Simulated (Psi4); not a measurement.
sulfolane (C$_{4}$H$_{8}$O$_{2}$S), singlet, at a GFN2-xTB geometry; Psi4 1.11 with CCSD(T)/STO-3G.

Input for Psi4:
```
memory 2 GB

molecule mol {
0 1
O     1.599527    0.875451   -0.676870
S     0.602141    0.398753    0.241387
O     0.786503    0.704641    1.633386
C    -1.066395    0.927887   -0.299577
C    -1.607022   -0.314401   -0.972772
C    -1.150763   -1.511876   -0.132773
C     0.351035   -1.401616    0.012803
H    -1.617656    1.197006    0.596054
H    -0.960681    1.781152   -0.959337
H    -2.694366   -0.288813   -1.053931
H    -1.188259   -0.397225   -1.977514
H    -1.442733   -2.450882   -0.604557
H    -1.618134   -1.461242    0.852482
H     0.753413   -1.918410    0.876248
H     0.884786   -1.682331   -0.889848
}

set {
  basis sto-3g
  reference rhf
  freeze_core true
  mp2_type conv
  scf_type pk
  puream true
  d_convergence 1e-8
}

energy('ccsd(t)')
print_variables()
```

The log (banner, timings and long lists left out):

```
   => Loading Basis Set <=

    Name: STO-3G
    Role: ORBITAL
    Keyword: BASIS

         ---------------------------------------------------------
                                   SCF
               by Justin Turney, Rob Parrish, Andy Simmonett
                          and Daniel G. A. Smith
                              RHF Reference
         ---------------------------------------------------------

  ==> Geometry <==

    Molecular point group: c1
    Full point group: C1

    Geometry (in Angstrom), charge = 0, multiplicity = 1:

       Center              X                  Y                   Z               Mass
    ------------   -----------------  -----------------  -----------------  -----------------
         O            1.534598745049     0.832453725266    -0.702898626022    15.994914619570
         S            0.537212745049     0.355755725266     0.215358373978    31.972071174400
         O            0.721574745049     0.661643725266     1.607357373978    15.994914619570
         C           -1.131323254951     0.884889725266    -0.325605626022    12.000000000000
         C           -1.671950254951    -0.357398274734    -0.998800626022    12.000000000000
         C           -1.215691254951    -1.554873274734    -0.158801626022    12.000000000000
         C            0.286106745049    -1.444613274734    -0.013225626022    12.000000000000
         H           -1.682584254951     1.154008725266     0.570025373978     1.007825032230
         H           -1.025609254951     1.738154725266    -0.985365626022     1.007825032230
         H           -2.759294254951    -0.331810274734    -1.079959626022     1.007825032230
         H           -1.253187254951    -0.440222274734    -2.003542626022     1.007825032230
         H           -1.507661254951    -2.493879274734    -0.630585626022     1.007825032230
         H           -1.683062254951    -1.504239274734     0.826453373978     1.007825032230
         H            0.688484745049    -1.961407274734     0.850219373978     1.007825032230
         H            0.819857745049    -1.725328274734    -0.915876626022     1.007825032230

  Running in c1 symmetry.

  Rotational constants: A =      0.12584  B =      0.06872  C =      0.06320 [cm^-1]
  Rotational constants: A =   3772.67438  B =   2060.32058  C =   1894.60684 [MHz]
  Nuclear repulsion =  431.159838104737275

  Charge       = 0
  Multiplicity = 1
  Electrons    = 64
  Nalpha       = 32
  Nbeta        = 32

  ==> Algorithm <==

[...]
  @RHF Final Energy:  -694.78483732709742
    Total Energy =                       -694.7848373270974207
[...]
             19  14        -0.0162827924

    Largest TIjAb Amplitudes:
     20  20   1   1        -0.0607535142
     20  20   0   0        -0.0605341101
     18  20   0   1         0.0540380709
     20  18   1   0         0.0540380709
     18  18   0   0        -0.0447904367
     17  17   1   1        -0.0419131327
     19  19   3   3        -0.0407441071
     17  19   1   3         0.0353099496
     19  17   3   1         0.0353099496
     18  20   1   0         0.0328067680

    SCF energy       (wfn)                    = -694.784837327097421
    Reference energy (file100)                = -694.784837327096966

    Opposite-spin MP2 correlation energy      =   -0.269360429665740
    Same-spin MP2 correlation energy          =   -0.053896405364438
    Singles MP2 correlation energy            =   -0.000000000000000
    MP2 correlation energy                    =   -0.323256835030178
      * MP2 total energy                      = -695.108094162127145

    Opposite-spin CCSD correlation energy     =   -0.351960258937732
    Same-spin CCSD correlation energy         =   -0.051506997666750
    Singles CCSD correlation energy           =    0.000000000000000
    CCSD correlation energy                   =   -0.403467256604482
      * CCSD total energy                     = -695.188304583701438

            **************************
            *                        *
            *        CCTRIPLES       *
            *                        *
            **************************

    Wave function   =    CCSD_T
    Reference wfn   =      RHF

    Nuclear Rep. energy (wfn)                =  431.159838104737275
    SCF energy          (wfn)                = -694.784837327097421
    Reference energy    (file100)            = -694.784837327096966
    CCSD energy         (file100)            =   -0.403467256604482
    Total CCSD energy   (file100)            = -695.188304583701438

    Number of ijk index combinations:             1771
    Approx. words needed per explicit thread:           13500
    Number of threads for explicit ijk threading:    1

    MKL num_threads set to 1 for explicit threading.

    (T) energy                                =   -0.014542904189743
      * CCSD(T) total energy                  = -695.202847487891177

  Variable Map:
  ----------------------------------------------------------------------------
[...]
  Array Variable Map:
  ----------------------------------------------------------------------------
[...]
[...]
```
